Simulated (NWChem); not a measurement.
System: C₂H₃BrF₂; SMILES C(Br)(F)(F)C

The following NWChem deck was run.

```
start job
memory heap 200 mb stack 900 mb global 1100 mb
geometry units angstroms noautoz
  C     -1.398556    -1.357686     0.000000
  C      0.005291    -0.828522     0.000000
  F      0.677239    -1.245217    -1.077050
  F      0.677239    -1.245217     1.077050
  Br     0.034531     1.134522     0.000000
  H     -1.930745    -1.016174    -0.896003
  H     -1.930745    -1.016174     0.896003
  H     -1.346771    -2.456916     0.000000
end
basis spherical
  C library def2-svp
  F library def2-svp
  Br library def2-svp
  H library def2-svp
end
dft
  xc pbe0
  iterations 150
  mulliken
end
task dft energy
```

The geometry was optimised at PBE0/def2-SVP.

Q: Predict the main results of this run. (PBE0/def2-SVP.) Quantities: energy (Ha); highest occupied level (eV); orbital gap (eV); dipole (D).

A: 
```
Property                       Result
---------------------------  --------
energy (Ha)                  -2850.76
highest occupied level (eV)     -8.41
orbital gap (eV)                 8.23
dipole (D)                       2.12
```
